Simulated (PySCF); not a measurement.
Working out the ionisation energy of Fe(2+)

Fe(2+) [Ar] 3d6 (5D) → Fe(3+) [Ar] 3d5 (6S). All numbers are calculated (PySCF 2.14, the spin-free X2C one-electron Hamiltonian (Gaussian nucleus), in x2c-TZVPall (6s5p4d1f, 48 functions)). Frozen: [Ar]. Energies in hartree (1 hartree = 27.21139 eV):

```csv
part,Fe(2+) (lower),Fe(3+) (upper)
UHF,-1270.537494,-1269.498691
MP2 opposite-spin,-0.041058,0.000000
MP2 same-spin,-0.056651,-0.049909
```

Question: What does Hartree-Fock give?

Answer: (-1269.498691) − (-1270.537494) = 1.038803 hartree = 28.267 eV.

Question: What do MP2 and SCS-MP2 (6/5 opposite-spin, 1/3 same-spin) give?

Answer: The opposite-spin parts differ by 1.117 eV and the same-spin parts by 0.183 eV. MP2: 28.267 + (1.117) + (0.183) = 29.567 eV. SCS-MP2: 28.267 + 1.2 × (1.117) + (0.183)/3 = 29.668 eV.

Reference: 30.651 ± 0.012 eV (measured; NIST Atomic Spectra Database, ionization energies), between the lowest levels; spin-orbit coupling is absent from the calculation.

What remains against the reference includes basis incompleteness, the frozen core and correlation beyond second order.
